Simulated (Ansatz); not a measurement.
System: BiBr₂, net charge 0, doublet state. It need not be the lowest isomer of its formula. 
Geometry from a B3LYP-D3(BJ)/def2-TZVP (Ansatz, a quantum-chemistry and plane-wave program) optimisation:
SMILES: [Br][Bi][Br]
```xyz
3

Bi    -0.3605    -0.3057     0.6008
Br    -0.8694     1.8924    -0.7121
Br     1.7243    -1.1674    -0.7127
```
Charge 0, spin multiplicity 2.

Basis-set convergence of Hartree-Fock and CCSD(T) correlation energies (hartree) with Ansatz. Cores are frozen in the correlated levels unless marked. UHF or UKS for open shells. No spin-orbit coupling. Frozen are the shells of the preceding noble gas and the d and f shells that filled before the atom's block. In def2 rows, elements after Kr have scalar-relativistic effective core potentials.

| basis | functions | E(HF) | E(corr, CCSD(T)) |
|---|---|---|---|
| def2-SVP | 90 | -5357.84953 | -0.33736 |
| def2-TZVPP | 146 | [?] | [?] |

**Question.** Fill in the missing entries.

**Answer.** 
- def2-TZVPP, E(HF): -5358.49341
- def2-TZVPP, E(corr, CCSD(T)): -0.45716
